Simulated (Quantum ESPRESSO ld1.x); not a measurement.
Task: All-electron atom: Ta IV in [Xe] 4f14 5d1 5f1 (not the ground configuration). Method: Dirac Kohn-Sham, exchange-only B88, spin-unpolarised, spherical densities, point nucleus; open shells are shared between the two j in proportion to 2j + 1; computed with ld1.x of Quantum ESPRESSO 7.5. Some entries of the table are withheld. Estimate them.

orbital      occ.  eigenvalue (hartree)  r(max) (bohr)  <r> (bohr)
1s1/2           2              -2473.98          0.012     0.01866
2s1/2           2              -425.800          0.067     0.07833
2p1/2           2              -406.969          0.051     0.06486
2p3/2           4              -360.270          0.057     0.07271
3s1/2           2              -98.4774          0.189      0.2043
3p1/2           2              -90.1156          0.177      0.1942
3p3/2           4              -80.0622          0.190      0.2088
3d3/2           4              -65.9558          0.150      0.1829
3d5/2           6              -63.7660          0.153      0.1874
4s1/2           2              -21.0499          0.431      0.4586
4p1/2           2              -17.6045          0.431      0.4644
4p3/2           4              -15.2888          0.459      0.4976
4d3/2           4              -9.63134          0.456      0.5165
4d5/2           6              -9.20609          0.467      0.5280
5s1/2           2                   (1)          0.990       1.093
5p1/2           2              -2.88592           1.06       1.200
5p3/2           4              -2.55070           1.14       1.296
4f5/2           6              -2.17442          0.438      0.6303
4f7/2           8              -2.10130          0.445      0.6406
5d3/2         0.4              -1.23190           1.45         (2)
5d5/2         0.6              -1.19876           1.49         (3)
6s1/2           0              -1.09084           2.39       2.619
6p1/2           0              -0.85280           2.76       3.023
6p3/2           0              -0.79914           2.94       3.210
5f5/2    0.428571              -0.41933           3.65         (4)
5f7/2    0.571429              -0.41840           3.67         (5)

Result: 
(1) 5s1/2 eigenvalue (hartree): -3.89647
(2) 5d3/2 <r> (bohr): 1.752
(3) 5d5/2 <r> (bohr): 1.794
(4) 5f5/2 <r> (bohr): 4.144
(5) 5f7/2 <r> (bohr): 4.160
